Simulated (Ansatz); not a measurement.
Cost against result

The pair of H2O (SMILES O, atoms 1–3) and H2Te (SMILES [TeH2], atoms 4–6), both closed shells, in one local arrangement (a lower one may exist), relaxed at PBE0-D4/def2-TZVP:

```
6
angstrom
O 0.2879 -0.0476 -1.5872
H 0.2367 0.8017 -2.0322
H -0.2840 -0.6348 -2.0873
Te -0.6106 0.1706 1.3730
H -0.5715 0.0983 3.0343
H 0.9414 -0.3881 1.2994
```

Interaction energies are counterpoise-corrected; the time is that of the whole pair.

Program: Ansatz 0.2.0. Basis: as named in each row. Cores are frozen in the correlated methods. Filled d shells of the heavier atoms are correlated. Core potentials replace the inner electrons of the atoms past krypton. The def2 sets are not built for correlating such inner shells, so the correlated values are less sure here. B3LYP uses VWN-RPA correlation. Extrapolation: Hartree–Fock as exp(−7.88 √X), correlation as X^−2.97.

Times are rough, for one single point on 2 threads of a shared host (Arm Neoverse V1).

The estimate by CCSD(T) at an estimated basis limit (MP2 extrapolated from triple and quadruple zeta, plus CCSD(T) − MP2 in triple zeta) is -10.5 kJ/mol.

```csv
method,basis,time (s),interaction energy (kJ/mol),method less estimate
SPW92,def2-SVP,under 1,-22.2,-11.7
PBE-D4,def2-SVP,under 1,-15.8,-5.4
PBE0-D4,def2-SVP,under 1,-14.9,-4.4
CCSD(T),def2-SVP,1,-6.8,3.6
PBE-D4,def2-TZVPPD,2,-12.5,-2.0
revPBE-D4,def2-TZVPPD,2,-10.7,-0.2
BLYP-D4,def2-TZVPPD,2,-10.9,-0.4
PBE0-D4,def2-TZVPPD,2,-11.8,-1.3
HSE06-D4,def2-TZVPPD,2,-11.7,-1.3
B3LYP-D4,def2-TZVPPD,2,-11.4,-0.9
r2SCAN-D4,def2-TZVPPD,3,-11.7,-1.3
wB97M-V,def2-SVP,4,-14.1,-3.7
B2PLYP,def2-TZVPPD,4,-7.5,3.0
B97M-V,def2-TZVPPD,6,-13.2,-2.7
wB97X-V,def2-TZVPPD,6,-11.4,-0.9
wB97M-V,def2-TZVPPD,7,-11.6,-1.2
MP2,def2-QZVPPD,9,-10.2,0.3
CCSD(T),def2-TZVPPD,46,-8.6,1.8
```

T1 diagnostic: at most 0.011.
